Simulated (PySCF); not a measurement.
Geometry:
```csv
atom,x (Å),y (Å),z (Å)
F1,-0.985,-2.316,-0.513
C2,-2.144,-1.583,-0.636
C3,-1.931,-0.197,-0.122
C4,-2.904,0.839,-0.183
C5,-2.435,2.018,0.340
S6,-0.826,1.870,0.899
C7,-0.739,0.205,0.450
Si8,0.846,-0.728,0.702
O9,1.888,0.391,1.407
C10,3.069,0.494,0.639
C11,2.722,0.050,-0.787
O12,1.761,-0.982,-0.681
H13,-2.434,-1.570,-1.700
H14,-2.937,-2.101,-0.069
H15,-3.906,0.721,-0.600
H16,-2.966,2.966,0.420
H17,0.701,-1.971,1.489
H18,3.856,-0.155,1.067
H19,3.438,1.533,0.662
H20,3.606,-0.326,-1.326
H21,2.305,0.897,-1.363
```

Geometry: PBE0-D3(BJ)/def2-SVP; GIAO shifts from PySCF 2.14.0 with density-fitted response routines, gas phase, non-relativistic, averaged over equivalent atoms.

At HF/pcSseg-1 (263 basis functions, 64 s wall time (2.1 min CPU) on 2 threads of an Intel Xeon, shared host):
```json
{"atoms": "F1", "δ (ppm)": "-201.5"}
{"atoms": "C3", "δ (ppm)": "155.4"}
{"atoms": "C5", "δ (ppm)": "152.2"}
{"atoms": "C7", "δ (ppm)": "139.7"}
{"atoms": "C4", "δ (ppm)": "127.0"}
{"atoms": "C2", "δ (ppm)": "76.8"}
{"atoms": "C10/C11", "δ (ppm)": "59.2"}
{"atoms": "S6", "δ (ppm)": "215.2"}
{"atoms": "Si8", "δ (ppm)": "-19.9"}
{"atoms": "O9/O12", "δ (ppm)": "17.1"}
{"atoms": "H16", "δ (ppm)": "7.79"}
{"atoms": "H15", "δ (ppm)": "6.85"}
{"atoms": "H13/H14", "δ (ppm)": "5.47"}
{"atoms": "H17", "δ (ppm)": "4.77"}
{"atoms": "H18/H20", "δ (ppm)": "3.67"}
{"atoms": "H19/H21", "δ (ppm)": "3.59"}
```

Chemical shifts δ = σref − σ; 19F (σref 246.35) vs CFCl3; 13C (σref 190.85) and 29Si (σref 393.43) and 1H (σref 31.69) against TMS; 33S (σref 513.52) vs CS2; 17O (σref 333.31) vs H2O, all at this level.

Q: What do these become at PBE0/pcSseg-1?

A: 
```
  atoms  δ at PBE0/pcSseg-1  change
     F1              -240.2   -38.7
     C3               152.7    -2.7
     C5               143.6    -8.6
     C7               136.1    -3.6
     C4               126.9    -0.1
     C2                86.2    +9.4
C10/C11                66.5    +7.3
     S6               260.9   +45.7
    Si8                -8.9   +11.0
 O9/O12                51.5   +34.4
    H16                7.50   -0.29
    H15                6.86   +0.01
H13/H14                5.78   +0.31
    H17                5.42   +0.65
H18/H20                3.92   +0.25
H19/H21                3.89   +0.30
```

Referencing at the same level of theory: CFCl3 for 19F (σref 177.25); TMS for 13C (σref 184.41) and 29Si (σref 351.99) and 1H (σref 31.27); CS2 for 33S (σref 495.66); 17O (σref 334.56) against H2O.

The largest change is at S6 (aromatic ring sulfur). Cost: 263 basis functions, 2.5 min wall time (5.1 min CPU) on 2 threads of an Intel Xeon, shared host. The order of the carbon signals is the same at both levels.

Unscaled 19F shifts against computed CFCl3 carry errors that often reach 10 to 50 ppm. Experimental scales use liquid or dissolved standards, which lie at an offset from isolated H2O (liquid H2O: subtract about 36 ppm).
